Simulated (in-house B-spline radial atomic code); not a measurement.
Configurations of Er³⁺, with energies counted from [Xe] 4f11. Computed with an all-electron radial atomic-structure program (B-spline basis): scalar-relativistic (X2C) OLYP, spin-polarised, spherical fractional occupations, Fermi nucleus of rms radius 5.2516 fm. Shells without spins written out take the highest spin.

Occupations are held fixed; configurations that lie above the ionisation limit could autoionise.

```json
{"configuration": "[Xe] 4f(6 up, 5 down)", "E - E(ref) (eV)": "1.7605", "highest orbital": "4f down", "its <r> (bohr)": "0.7656"}
{"configuration": "[Kr] 4d10 4f11 5s2 5p5 5d1", "E - E(ref) (eV)": "29.443", "highest orbital": "5d up", "its <r> (bohr)": "2.001"}
{"configuration": "[Kr] 4d10 4f11 5s2 5p5 6s1", "E - E(ref) (eV)": "32.2", "highest orbital": "6s up", "its <r> (bohr)": "2.873"}
{"configuration": "[Kr] 4d10 4f(4 up, 7 down) 5s2 5p(3 up, 2 down) 6d(1 up, 0 down)", "E - E(ref) (eV)": "46.899", "highest orbital": "6d up", "its <r> (bohr)": "4.56"}
{"configuration": "[Kr] 4d10 4f(4 up, 7 down) 5s2 5p(3 up, 2 down) 6f(0 up, 1 down)", "E - E(ref) (eV)": "53.417", "highest orbital": "6f down", "its <r> (bohr)": "7.324"}
{"configuration": "[Kr] 4d(5 up, 4 down) 4f(7 up, 5 down) 5s2 5p6", "E - E(ref) (eV)": "162.98", "highest orbital": "4f down", "its <r> (bohr)": "0.7641"}
{"configuration": "[Kr] 4d9 4f11 5s2 5p6 5d1", "E - E(ref) (eV)": "175.51", "highest orbital": "5d up", "its <r> (bohr)": "1.973"}
```

Order these further configurations by energy, lowest first.
A. [Kr] 4d10 4f11 5s2 5p5 6d1
B. [Xe] 4f10 5f1
C. [Xe] 4f10 6d1
D. [Kr] 4d10 4f(7 up, 4 down) 5s2 5p(3 up, 2 down) 6p(1 up, 0 down)
E. [Xe] 4f10 6p1

E (20.521 eV), C (28.067 eV), B (30.012 eV), D (38.323 eV), A (45.782 eV).

How far above the reference does [Xe] 4f10 6f1 lie?

34.689 eV; its least bound orbital is 6f up with <r> = 7.236 bohr.

How far above the reference does [Xe] 4f10 6s1 lie?

14.371 eV; its least bound orbital is 6s up with <r> = 2.857 bohr.

How far above the reference does [Kr] 4d9 4f11 5s2 5p6 6p1 lie?

184.54 eV; its least bound orbital is 6p up with <r> = 3.376 bohr.
